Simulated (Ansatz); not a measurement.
Molecule: N₂, net charge 0, quintet state. The spin state was set by rule; other spins were not relaxed. 
Coordinates optimised at B3LYP-D3(BJ)/def2-TZVP (Ansatz, a program for electronic structure):
```xyz
2

N      0.0000     0.0000    -0.7980
N      0.0000     0.0000     0.7980
```
Charge 0, spin multiplicity 5.

Atomisation energy built up term by term with Ansatz (kcal/mol; UHF references for open shells; valence terms freeze the core; atomic spin-orbit terms are left out). CBS(X,Y): correlation extrapolated as X^-3; Hartree-Fock from the larger set (for Q and 5 zeta extrapolated as (X+1)exp(-9√X)).

| term | basis | kcal/mol |
|---|---|---|
| Hartree-Fock | CBS(cc-pVQZ,cc-pV5Z) | -32.72 |
| CCSD correlation | CBS(cc-pVQZ,cc-pV5Z) | 38.94 |
| (T) | CBS(cc-pVQZ,cc-pV5Z) | 3.91 |
| CCSDT - CCSD(T) | cc-pVDZ | 0.76 |
| (Q) | cc-pVDZ | 0.27 |
| core correlation | cc-pwCVTZ | 0.05 |
| scalar relativity (X2C) | cc-pVTZ-DK against cc-pVTZ | -0.05 |
| sum: De |  | 11.2 |

(T) makes 38.6 % of the CCSD(T) atomisation energy; over 10 % points to strong static correlation.
